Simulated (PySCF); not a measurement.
Geometry:
```tsv
atom	x (Å)	y (Å)	z (Å)
N1	-2.758	-0.670	-0.229
N2	-1.898	0.391	-0.067
C3	-0.529	0.262	0.000
C4	0.089	-0.990	0.156
C5	1.476	-1.085	0.244
C6	2.279	0.051	0.180
C7	1.668	1.298	0.024
C8	0.287	1.408	-0.066
H9	-2.816	-1.220	0.626
H10	-2.452	-1.290	-0.983
H11	-2.269	1.283	-0.366
H12	-0.523	-1.892	0.213
H13	1.933	-2.070	0.367
H14	3.365	-0.031	0.248
H15	2.279	2.203	-0.031
H16	-0.179	2.390	-0.188
```

Geometry: PBE0-D3(BJ)/def2-SVP; GIAO shifts from PySCF, gas phase, non-relativistic, averaged over equivalent atoms.

At BHandHLYP/pcSseg-1 (176 basis functions, 17 s wall time on 1 thread of an Arm Neoverse V1, shared host):
```
  atoms  δ (ppm)
     N2     99.7
     N1     66.3
     C3    159.1
  C5/C7    138.9
     C6    123.6
  C4/C8    113.5
H13/H15     7.29
    H14     6.72
H12/H16     6.39
    H11     4.29
 H9/H10     2.55
```

Chemical shifts δ = σref − σ; ¹⁵N (σref 265.03) against NH3; ¹³C (σref 183.98) and ¹H (σref 31.44) vs TMS, all at this level.

**Question.** Predict the values at LDA/pcSseg-1 on the same geometry.

**Answer.** 
| atoms | δ at LDA/pcSseg-1 | change |
| --- | --- | --- |
| N2 | 122.4 | +22.7 |
| N1 | 74.9 | +8.6 |
| C3 | 156.5 | -2.6 |
| C5/C7 | 137.1 | -1.8 |
| C6 | 124.8 | +1.2 |
| C4/C8 | 113.6 | +0.1 |
| H13/H15 | 7.19 | -0.10 |
| H14 | 6.71 | -0.01 |
| H12/H16 | 6.35 | -0.04 |
| H11 | 4.55 | +0.26 |
| H9/H10 | 2.49 | -0.06 |

Scale: ¹⁵N (σref 271.91) vs NH3; TMS for ¹³C (σref 180.72), ¹H (σref 30.83) (reference shieldings calculated alike).

The largest change is at N2 (nitrogen bonded to O or N). Cost: 176 basis functions, 26 s wall time on 1 thread of an Arm Neoverse V1, shared host. The order of the carbon signals is the same at both levels.

Experimental scales use liquid or dissolved standards, which lie at an offset from isolated NH3 (liquid NH3: subtract about 20 ppm).
